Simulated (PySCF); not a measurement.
# Excitation energy of B by level of theory

B [He] 2s2 2p1 (2P) → B [He] 2s1 2p1 3s1 (4P), as a difference of total energies. Computed with PySCF 2.14 in aug-cc-pVQZ with one added diffuse shell each of s, p, d, f, g type (7s6p5d4f3g, 105 functions), with no relativity, point nucleus. Correlated levels: valence: 1s2 frozen. The calculations carry no spin-orbit coupling.

```json
{"method": "UHF", "excitation energy (eV)": "7.970"}
{"method": "LDA", "excitation energy (eV)": "9.221"}
{"method": "PBE", "excitation energy (eV)": "9.135"}
{"method": "PBE0", "excitation energy (eV)": "9.114"}
{"method": "r2SCAN", "excitation energy (eV)": "9.033"}
{"method": "BP86", "excitation energy (eV)": "9.278"}
{"method": "LC-wPBE", "excitation energy (eV)": "9.304"}
{"method": "HSE06", "excitation energy (eV)": "9.104"}
{"method": "B97-3", "excitation energy (eV)": "9.378"}
{"method": "MP2 (valence)", "excitation energy (eV)": "9.097"}
{"method": "SCS-MP2 (valence)", "excitation energy (eV)": "9.380"}
```

Question: How much does correlation contribute at MP2 (valence)?

Answer: 9.097 − (7.970) = 1.127 eV, measured against UHF.

The upper state lies above the first ionisation limit, but in LS coupling its spin forbids autoionisation to the ground ion. A Rydberg-like electron needs more diffuse functions than a valence basis has.

The promoted electron is Rydberg-like, and one or two diffuse shells describe it only roughly, which tends to raise the upper state.
